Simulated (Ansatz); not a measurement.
Two members of one family (Series E3X8), computed with Ansatz in the gas phase; def2 core potentials for Sn, no spin–orbit coupling. The two geometries come from different levels. Binding counts from free atoms in the multiplicity of their measured ground term, without zero-point energy. The structures are stationary points that may keep the symmetry of their start.

First: Sn3H8 (singlet, charge 0, PBE0-D4/def2-SVP geometry).

```xyz
11

Sn   -1.9404   -0.4933   -1.2126
H    -2.5906    1.0700   -1.4788
H    -2.2807   -1.4685   -2.5822
H    -2.7246   -1.1775    0.1501
Sn    0.7959   -0.3312   -0.7427
H     1.5324    0.6316   -1.9593
H     1.4825   -1.9019   -0.8455
Sn    1.3499    0.7450    1.7614
H     3.0398    0.8409    2.0396
H     0.6851    2.3202    1.8887
H     0.6505   -0.2353    2.9814
```

```csv
level,HOMO (eV),LUMO (eV),gap (eV),binding per atom (eV)
PBE-D4/def2-SVP,-6.37,-1.64,4.74,2.25
PBE-D4/def2-TZVP,-6.43,-1.80,4.63,2.26
r2SCAN-D4/def2-TZVP,-6.66,-1.53,5.13,2.30
PBE0-D4/def2-SVP,-7.32,-0.86,6.46,2.25
PBE0-D4/def2-TZVP,-7.35,-1.02,6.33,2.27
```

Second: Sn3Cl8 (singlet, charge 0, r2SCAN-D4/def2-SVP geometry).

```xyz
11

Sn    1.896   -1.380    0.476
Cl    2.200   -1.455   -1.849
Cl    3.971   -0.953    1.470
Cl    1.167   -3.489    1.179
Sn   -0.048    0.608    0.982
Cl    1.028    2.647    1.415
Cl   -1.246    0.039    2.916
Sn   -1.858    0.954   -1.159
Cl   -0.911    2.266   -2.850
Cl   -3.888    1.930   -0.529
Cl   -2.311   -1.167   -2.050
```

**Question.** Estimate how these quantities change from the first to the second (second minus first).

**Answer.** 
```json
{"level": "PBE-D4/def2-SVP", "Δ HOMO (eV)": "-1.01", "Δ LUMO (eV)": "-3.29", "Δ gap (eV)": "-2.29", "Δ binding per atom (eV)": "0.62"}
{"level": "PBE-D4/def2-TZVP", "Δ HOMO (eV)": "-1.13", "Δ LUMO (eV)": "-3.29", "Δ gap (eV)": "-2.16", "Δ binding per atom (eV)": "0.61"}
{"level": "r2SCAN-D4/def2-TZVP", "Δ HOMO (eV)": "-1.23", "Δ LUMO (eV)": "-3.51", "Δ gap (eV)": "-2.28", "Δ binding per atom (eV)": "0.52"}
{"level": "PBE0-D4/def2-SVP", "Δ HOMO (eV)": "-1.23", "Δ LUMO (eV)": "-3.49", "Δ gap (eV)": "-2.26", "Δ binding per atom (eV)": "0.52"}
{"level": "PBE0-D4/def2-TZVP", "Δ HOMO (eV)": "-1.30", "Δ LUMO (eV)": "-3.41", "Δ gap (eV)": "-2.10", "Δ binding per atom (eV)": "0.53"}
```
